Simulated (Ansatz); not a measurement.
A nudged elastic band was laid between two geometries of C$_{2}$H$_{4}$OZn (8 atoms, charge 0, multiplicity 1).

Method: RKS r2SCAN-D4/def2-SVP (Ansatz 0.2.0).

```json
{"movable images": "7", "climbing image": "yes", "spring": "5.0 eV/Å²", "optimiser": "quadratic models (default)", "start path": "through a guess of the saddle point", "force threshold": "0.03 eV/Å", "iteration limit": "60", "end points": "relaxed"}
```

First end point:

```xyz
8
Properties=species:S:1:pos:R:3
C -0.216 1.113 0.126
C 0.080 -0.339 -0.058
O 0.438 -0.843 -1.099
Zn 0.725 -3.432 -0.480
H -0.079 1.665 -0.813
H -1.249 1.234 0.496
H 0.441 1.523 0.912
H -0.048 -0.979 0.860
```

Last end point:

```xyz
8
Properties=species:S:1:pos:R:3
C -0.464 0.623 0.114
C 0.093 -0.567 -0.608
O 1.414 -0.637 -0.489
Zn -0.924 -2.398 -0.037
H -0.286 1.496 -0.546
H -1.549 0.555 0.280
H 0.036 0.849 1.083
H 1.773 0.022 0.148
```

Question: What changes between the two ends?

Answer: Bonds broken: C2–H8. Bonds formed: C2–Zn4, O3–H8. C2H4O + Zn becomes C2H4OZn.

Question: Give the energies along the band, and the barrier.

Answer: The run converged. The highest image is number 5 of 0 to 8, 2.56 eV above the first end and 0.48 eV above the last; the last end lies 2.08 eV above the first. The profile has 2 maxima (images 5, 7) with wells between them (image 6): this band takes more than one step, which may be the mechanism or a detour left from its start path. Neighbouring images differ by up to 2.3 eV, so the band resolves the path poorly. A vibrational analysis at the climbing image gives one clearly imaginary mode, 85i cm⁻¹: a first-order saddle point. The orbitals stay closed-shell, which can raise the energy where a bond breaks towards radicals; this wasn't checked here.

```tsv
image	path coordinate (Å)	energy (eV)	C2–H8 (Å)	C2–Zn4 (Å)	O3–H8 (Å)
0	0.00	0.00	1.13	3.19	2.02
1	1.85	0.09	1.13	3.35	2.03
2	3.69	0.10	1.13	3.45	2.03
3	5.54	2.43	1.86	3.93	0.97
4	7.39	2.46	1.94	4.20	1.01
5	9.23	2.56	1.93	3.75	1.00
6	10.87	2.11	1.94	2.14	0.98
7	12.52	2.21	1.92	2.24	0.98
8	14.16	2.08	1.93	2.17	0.98
```

Question: What is the geometry of the highest image?

Answer: 
```xyz
8
Properties=species:S:1:pos:R:3
C -0.367 0.787 0.114
C -0.096 -0.272 1.120
O 1.043 -0.865 0.914
Zn -0.582 -2.408 -1.924
H 0.435 0.933 -0.652
H -1.319 0.548 -0.391
H -0.554 1.737 0.645
H 1.532 -0.517 0.117
```

The band took 40 iterations and about 17 core-minutes.

The run took 8.7 min on 2 threads of AMD EPYC 9R14 (Zen 4), with other jobs on the host, peak memory 0.22 GiB.
